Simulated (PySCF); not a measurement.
Vibration and rotation of TlGa⁻

UHF-CCSD(T) constants of TlGa⁻, ⁴Σ⁻ (quartet), unpaired electrons σ ↑, π ↑↑ (PySCF, scalar-relativistic core potentials, basis sets Tl aug-cc-pVDZ-PP with ECP60, Ga aug-cc-pVDZ-PP with ECP10; masses 204.9744 and 68.9256 u):

| Property | Result |
| --- | --- |
| ωe | 146.5 cm⁻¹ |
| ωexe | 0.424 cm⁻¹ |
| Be | 0.042573 cm⁻¹ |
| αe | 0.000175 cm⁻¹ |
| D (centrifugal) | 1.44e-08 cm⁻¹ |
| De to Tl + Ga⁻ | 2.03 eV |

(1) Give the vibrational terms G(v) and spacings up to v = 6.

(2) How well does the Morse estimate ωe²/(4ωexe) reproduce De, and what is D0?

Correlated steps freeze 8 core orbitals. Correlated levels converge slowly with the basis: in double zeta they bind strong bonds too weakly, by up to about 1 eV, and carry superposition errors of some tenths. Spin–orbit coupling is left out, which matters for elements this heavy, above all for dissociation energies. For an ion De counts to the pair picked by the measured ionisation energies or electron affinities, which need not be the lowest pair at this level. The state is the lowest determinant that a PBE0 search found; another state may lie lower at other levels.

Answers

(1) G(v) = ωe(v+½) − ωexe(v+½)².

```json
{"v": "0", "G(v) (cm⁻¹)": "73.1", "G(v) − G(v−1)": "", "Bv (cm⁻¹)": "0.04249"}
{"v": "1", "G(v) (cm⁻¹)": "218.8", "G(v) − G(v−1)": "145.7", "Bv (cm⁻¹)": "0.04231"}
{"v": "2", "G(v) (cm⁻¹)": "363.6", "G(v) − G(v−1)": "144.8", "Bv (cm⁻¹)": "0.04214"}
{"v": "3", "G(v) (cm⁻¹)": "507.6", "G(v) − G(v−1)": "144.0", "Bv (cm⁻¹)": "0.04196"}
{"v": "4", "G(v) (cm⁻¹)": "650.7", "G(v) − G(v−1)": "143.1", "Bv (cm⁻¹)": "0.04179"}
{"v": "5", "G(v) (cm⁻¹)": "792.9", "G(v) − G(v−1)": "142.3", "Bv (cm⁻¹)": "0.04161"}
{"v": "6", "G(v) (cm⁻¹)": "934.3", "G(v) − G(v−1)": "141.4", "Bv (cm⁻¹)": "0.04144"}
```

(2) It gives 1.57 eV, 77 % of the computed De. D0 = De − G(0) = 2.03 − 0.01 = 2.02 eV.
